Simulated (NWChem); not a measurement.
System: C2H4OS; SMILES CSC=O

NWChem printed, in part:

```
             Northwest Computational Chemistry Package (NWChem) 7.3.0
             --------------------------------------------------------

 CS  symmetry detected

                             Geometry "geometry" -> ""
                             -------------------------

 Output coordinates in angstroms (scale by  1.889725989 to convert to a.u.)

  No.       Tag          Charge          X              Y              Z
 ---- ---------------- ---------- -------------- -------------- --------------
    1 C                    6.0000     1.09650493     1.16030501     0.00000000
    2 S                   16.0000    -0.66077187     0.69464757     0.00000000
    3 C                    6.0000    -0.50513651    -1.08269112     0.00000000
    4 O                    8.0000     0.52773433    -1.71877526     0.00000000
    5 H                    1.0000     1.67892167     0.21578295     0.00000000
    6 H                    1.0000     1.32541499     1.75213684    -0.90566686
    7 H                    1.0000     1.32541499     1.75213684     0.90566686
    8 H                    1.0000    -1.52748689    -1.54989908     0.00000000

 Effective nuclear repulsion energy (a.u.)     154.9798483889

      Symmetry information
      --------------------

 Group name             Cs
 Group number              2
 Group order               2
 No. of unique centers     7

                                 NWChem DFT Module
                                 -----------------

 Summary of "ao basis" -> "ao basis" (spherical)
 ------------------------------------------------------------------------------
       Tag                 Description            Shells   Functions and Types
 ---------------- ------------------------------  ------  ---------------------
 C                          def2-svp                 6       14   3s2p1d
 S                          def2-svp                 8       18   4s3p1d
 O                          def2-svp                 6       14   3s2p1d
 H                          def2-svp                 3        5   2s1p

      Symmetry analysis of basis
      --------------------------

        a'         56
        a"         24

            General Information
            -------------------
          SCF calculation type: DFT
          Wavefunction type:  closed shell.
          No. of atoms     :     8
          No. of electrons :    40
           Alpha electrons :    20
            Beta electrons :    20
          Charge           :     0
          Spin multiplicity:     1
          Use of symmetry is: on ; symmetry adaption is: on
          Maximum number of iterations: 150
          AO basis - number of functions:    80
                     number of shells:    38
          Convergence on energy requested:  1.00D-06
          Convergence on density requested:  1.00D-05
          Convergence on gradient requested:  5.00D-04

              XC Information
              --------------
                     r^2SCAN0 Method XC Functional
                     Hartree-Fock (Exact) Exchange  0.250
               r^2SCAN metaGGA Exchange Functional  0.750
                     r^2SCAN Correlation Potential  1.000

             Grid Information
             ----------------
          Grid used for XC integration:  medium
          Radial quadrature: Mura-Knowles
          Angular quadrature: Lebedev.
          Tag              B.-S. Rad. Rad. Pts. Rad. Cut. Ang. Pts.
          ---              ---------- --------- --------- ---------
          C                   0.70       49          10.0       434
          S                   1.00       88           8.0       590
          O                   0.60       49          10.0       434
          H                   0.35       45          11.0       434
          Grid pruning is: on
          Number of quadrature shells:   370
          Spatial weights used:  Erf1

      Superposition of Atomic Density Guess
      -------------------------------------

 Sum of atomic energies:        -549.28520941

      Non-variational initial energy
      ------------------------------

 Total energy =    -550.956713
 1-e energy   =   -1063.194296
 2-e energy   =     357.257735
 HOMO         =      -0.296652
 LUMO         =       0.001497

      Symmetry analysis of molecular orbitals - initial
      -------------------------------------------------

  Numbering of irreducible representations:

     1 a'          2 a"

  Orbital symmetries:

     1 a'          2 a'          3 a'          4 a'          5 a'
     6 a'          7 a'          8 a"          9 a'         10 a'
    11 a'         12 a'         13 a'         14 a'         15 a"
    16 a"         17 a'         18 a'         19 a'         20 a"
    21 a"         22 a'         23 a'         24 a'         25 a"
    26 a'         27 a'         28 a'         29 a"         30 a'

     ---------------------------------------------
      Total Density - Mulliken Population Analysis
     ---------------------------------------------

    Atom       Charge   Shell Charges
 -----------   ------   -------------------------------------------------------
    1 C    6     6.24   1.99  0.94  0.26  1.93  1.09  0.02
    2 S   16    16.09   2.00  1.99  1.20  0.65  5.94  1.72  2.53  0.06
    3 C    6     5.38   1.99  0.92  0.27  1.49  0.64  0.08
    4 O    8     8.72   1.99  1.13  0.69  3.06  1.84  0.01
    5 H    1     0.88   0.66  0.20  0.02
    6 H    1     0.88   0.67  0.19  0.02
    7 H    1     0.88   0.67  0.19  0.02
    8 H    1     0.92   0.67  0.23  0.02

   convergence    iter        energy       DeltaE   RMS-Dens  Diis-err
 ---------------- ----- ----------------- --------- --------- ---------
 d= 0,ls=0.0,diis     1   -551.5414115198 -7.07D+02  2.02D-02  8.50D-01
 d= 0,ls=0.0,diis     2   -551.2610977683  2.80D-01  1.45D-02  3.79D+00
 d= 0,ls=0.0,diis     3   -551.6437169381 -3.83D-01  2.87D-03  3.36D-02
 d= 0,ls=0.0,diis     4   -551.6459453846 -2.23D-03  1.42D-03  1.49D-02
 d= 0,ls=0.0,diis     5   -551.6480419742 -2.10D-03  2.16D-04  2.65D-04
  Resetting Diis
 d= 0,ls=0.0,diis     6   -551.6480805604 -3.86D-05  5.42D-05  2.10D-05
 d= 0,ls=0.0,diis     7   -551.6480833132 -2.75D-06  3.63D-05  2.72D-06
 d= 0,ls=0.0,diis     8   -551.6480830822  2.31D-07  1.95D-05  4.98D-06
 d= 0,ls=0.0,diis     9   -551.6480836979 -6.16D-07  4.02D-06  2.49D-07

         Total DFT energy =     -551.648083697926
      One electron energy =    -1065.620608379626
           Coulomb energy =      405.383004669252
    Exchange-Corr. energy =      -46.390328376454
 Nuclear repulsion energy =      154.979848388901

 Numeric. integr. density =       40.000004453772

                  Occupations of the irreducible representations
                  ----------------------------------------------

                     irrep           alpha         beta
                     --------     --------     --------
                     a'               16.0         16.0
                     a"                4.0          4.0

                       DFT Final Molecular Orbital Analysis
                       ------------------------------------

 Vector   18  Occ=2.000000D+00  E=-3.714788D-01  Symmetry=a'
              MO Center= -1.3D-01,  5.6D-01,  6.0D-17, r^2= 2.8D+00
   Bfn.  Coefficient  Atom+Function         Bfn.  Coefficient  Atom+Function
  ----- ------------  ---------------      ----- ------------  ---------------
    25      0.363062  2 S  px                22      0.326526  2 S  px
     4     -0.318659  1 C  px                18     -0.290016  2 S  s
    17     -0.214898  2 S  s                 61     -0.199004  5 H  s
    50      0.185650  4 O  px                19      0.183600  2 S  px
     7     -0.179968  1 C  px                16      0.157957  2 S  s

 Vector   19  Occ=2.000000D+00  E=-2.972343D-01  Symmetry=a'
              MO Center= -3.2D-02, -1.0D+00, -2.5D-16, r^2= 2.5D+00
   Bfn.  Coefficient  Atom+Function         Bfn.  Coefficient  Atom+Function
  ----- ------------  ---------------      ----- ------------  ---------------
    51      0.455647  4 O  py                26      0.347389  2 S  py
    54      0.344029  4 O  py                50      0.262705  4 O  px
    23      0.245069  2 S  py                76      0.229499  8 H  s
    53      0.177081  4 O  px                77      0.160821  8 H  s
    25     -0.136999  2 S  px                20      0.135315  2 S  py

 Vector   20  Occ=2.000000D+00  E=-2.818127D-01  Symmetry=a"
              MO Center= -3.5D-01,  3.7D-01, -4.8D-16, r^2= 2.5D+00
   Bfn.  Coefficient  Atom+Function         Bfn.  Coefficient  Atom+Function
  ----- ------------  ---------------      ----- ------------  ---------------
    27      0.605617  2 S  pz                24      0.412643  2 S  pz
    52     -0.252062  4 O  pz                21      0.234045  2 S  pz
    55     -0.204967  4 O  pz                66      0.122950  6 H  s
    71     -0.122950  7 H  s                  6     -0.116658  1 C  pz
     9     -0.067364  1 C  pz                67      0.063234  6 H  s

 Vector   21  Occ=0.000000D+00  E=-2.269514D-02  Symmetry=a"
              MO Center= -2.8D-01, -9.8D-01, -2.4D-16, r^2= 2.1D+00
   Bfn.  Coefficient  Atom+Function         Bfn.  Coefficient  Atom+Function
  ----- ------------  ---------------      ----- ------------  ---------------
    41      0.583257  3 C  pz                38      0.515766  3 C  pz
    55     -0.437755  4 O  pz                52     -0.392716  4 O  pz
    27     -0.341687  2 S  pz                24     -0.173146  2 S  pz
    21     -0.095951  2 S  pz                29     -0.086818  2 S  d -1
    67     -0.054385  6 H  s                 72      0.054385  7 H  s

[...]
```

Level: r2SCAN0/def2-SVP. The geometry was optimised at PBE-D3(BJ)/def2-SVP.

Q: Write an input that gives this output.

A: Several could match; the one computed here: the input that was run:
```
start job
memory heap 200 mb stack 900 mb global 1100 mb
geometry units angstroms noautoz
  C      1.114210     1.137622     0.103828
  S     -0.613196     0.641149     0.376668
  C     -0.518971    -1.071907    -0.112940
  O      0.466945    -1.659086    -0.506152
  H      1.651224     0.240500    -0.267816
  H      1.155051     1.947867    -0.647660
  H      1.557728     1.483120     1.056098
  H     -1.530286    -1.550399    -0.004446
end
basis spherical
  * library def2-svp
end
dft
  xc r2scan0
  iterations 150
  mulliken
end
task dft energy
```
